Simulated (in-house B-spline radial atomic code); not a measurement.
Te is squeezed into an impenetrable sphere of radius R (the orbitals vanish at R). Level of theory: Dirac-Kohn-Sham LDA VWN5, spherical fractional occupations, Fermi nucleus of rms radius 4.7423 fm; calculated with a radial B-spline atomic code at the basis-set limit.

Energies in eV above the free atom in [Kr] 4d10 5s2 5p4:

```csv
R (bohr),highest level (eV),[Kr] 4d10 5s2 5p4,[Ar] 3d9 4s2 4p6 4d10 4f1 5s2 5p4,[Kr] 4d10 5s1 5p4 5d1
8.6,-5.8,0.02832,585.2,18.44
6.43,-5.26,0.4986,588.6,20.15
5.24,-3.86,2.479,592.7,23.92
4.34,-0.762,8.782,600.8,33.27
3.82,3.11,18.9,612.1,46.68
2.93,20.2,78.23,673.7,117.9
2.43,47,194.7,790.6,248
2.29,60,257.4,853,316.1
1.82,146,732.8,1323,815.2
1.29,484,3149,3725,3258
```

**Question.** Does [Ar] 3d9 4s2 4p6 4d10 4f1 5s2 5p4 fall below [Kr] 4d10 5s2 5p4 under compression?

**Answer.** No, it stays above over the whole range.

**Question.** Does [Kr] 4d10 5s1 5p4 5d1 fall below [Kr] 4d10 5s2 5p4 under compression?

**Answer.** No, it stays above over the whole range.

The highest level is first positive in the row R = 3.82 bohr, pushed up by confinement above the zero of the free ion's potential. Each configuration is held fixed and needn't be the lowest in the sphere.
